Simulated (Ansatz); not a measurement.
H8OSi3, SMILES `O[SiH]([SiH3])[SiH3]`, 12 atoms. The species carries charge 0 and has multiplicity 1. All runs use 4 threads of an Arm Neoverse V2 on a shared host. Correlated methods freeze the cores.

(1) How many basis functions does each run have, and how long does it take in Ansatz? RKS LC-ωPBE/def2-TZVPP energy; RKS PBE0-D4/def2-TZVP frequencies; RKS BHLYP-D4/def2-TZVPP energy; RHF-CCSD(T)/def2-SVP energy; direct RPA on PBE orbitals/def2-TZVPP energy; RKS PBE-QIDH (frozen core)/def2-TZVPP energy; RKS PBE0-D4/def2-SVP energy; RKS PBE0-D4/def2-TZVP relaxation (12 steps); RKS ωB97M-V/def2-SVP energy; RKS PBE0-D4/def2-QZVPP energy; RHF-CCSD(T)/def2-TZVPP energy; RKS r2SCANh-D4/def2-TZVPP energy. (Best estimate.)

Results:

(1) The calculation gave: Other jobs shared the machine, so times are rough.

| level | job | functions | wall time | peak host memory (GiB) |
| --- | --- | --- | --- | --- |
| RKS PBE0-D4/def2-SVP | energy | 108 | 1.1 s | 0.59 |
| RKS LC-ωPBE/def2-TZVPP | energy | 269 | 2.7 s | 0.59 |
| RHF-CCSD(T)/def2-SVP | energy | 108 | 3.3 s | 0.59 |
| RKS BHLYP-D4/def2-TZVPP | energy | 269 | 3.8 s | 0.75 |
| direct RPA on PBE orbitals/def2-TZVPP | energy | 269 | 4.6 s | 0.62 |
| RKS ωB97M-V/def2-SVP | energy | 108 | 4.8 s | 0.59 |
| RKS r2SCANh-D4/def2-TZVPP | energy | 269 | 6 s | 0.76 |
| RKS PBE-QIDH (frozen core)/def2-TZVPP | energy | 269 | 6 s | 0.69 |
| RKS PBE0-D4/def2-QZVPP | energy | 507 | 9.5 s | 2.1 |
| RKS PBE0-D4/def2-TZVP | relaxation (12 steps) | 190 | 39 s | 0.49 |
| RHF-CCSD(T)/def2-TZVPP | energy | 269 | 2 min | 6.2 |
| RKS PBE0-D4/def2-TZVP | frequencies | 190 | 2.2 min | 0.59 |

LC-ωPBE has ω = 0.4 bohr⁻¹.
